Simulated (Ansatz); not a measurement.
C3H7AlO, SMILES `C[C]1(C)[O][AlH]1`. Total charge 0; spin multiplicity 1. The structure was optimised at the PBE0-D4/def2-TZVP level.

```xyz
12

C     1.177   -0.759    0.271
C    -0.115   -0.008    0.097
C    -0.102    0.884   -1.115
O    -1.284   -0.930    0.082
Al   -1.457    0.085    1.445
H     2.010   -0.068    0.417
H     1.384   -1.356   -0.627
H     1.149   -1.442    1.123
H     0.678    1.645   -1.028
H    -1.056    1.392   -1.268
H     0.105    0.287   -2.014
H    -2.489    0.272    2.617
```

What is the dipole moment at PBE/def2-TZVPP? (Best estimate.)

The calculation gave: 2.00 D, with components (0.24, 1.38, 1.42) D in this frame, pointing from negative to positive charge.

And with r2SCAN, B3LYP, ωB97M-V? (An estimate is asked.)

The calculation gave: r2SCAN 2.10 D, B3LYP 2.31 D, ωB97M-V 2.44 D.

Give the Mulliken charges with PBE, ωB97M-V, r2SCAN in def2-TZVPP. (Estimate.)

Computed: 
```tsv
atom	PBE	ωB97M-V	r2SCAN
C1	-0.22	-0.28	-0.11
C2	0.19	0.11	0.16
C3	-0.22	-0.28	-0.11
O4	-0.36	-0.41	-0.44
Al5	0.23	0.34	0.39
H6	0.07	0.10	0.04
H7	0.07	0.10	0.04
H8	0.07	0.08	0.02
H9	0.07	0.10	0.04
H10	0.07	0.08	0.03
H11	0.07	0.10	0.04
H12	-0.04	-0.04	-0.09
```

B3LYP here is the variant with VWN-RPA as its local correlation; programs differ in this.
